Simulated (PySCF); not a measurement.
Computed shifts of a molecule CH4F2O2Si, PBE0/pcSseg-1 in PySCF, GIAO, gas phase, atoms alike by connectivity averaged where their shifts nearly agree, in ppm (number of nuclei): ¹³C: 55.3 (1). ²⁹Si: -85.8 (1). ¹⁹F: -163.6 (1), -167.1 (1). ¹H: 4.10 (3), 2.29 (1). References: ¹³C against TMS (σ = 186.3 ppm); ¹⁷O against H2O (σ = 334.2 ppm); ²⁹Si against TMS (σ = 352.7 ppm); ¹⁹F against CFCl3 (σ = 167.2 ppm); ¹H against TMS (σ = 31.56 ppm), references at their B3LYP-D3(BJ)/def2-TZVP geometries, non-relativistic. The structure is a stationary point at PBE0-D3(BJ)/def2-SVP. The values are those of a single conformer.

Question: Which molecule gave these data?
A) O[SiH](O)C(F)F
B) CO[Si](O)(F)F
C) O[Si](O)(F)CF

Answer: B, CO[Si](O)(F)F
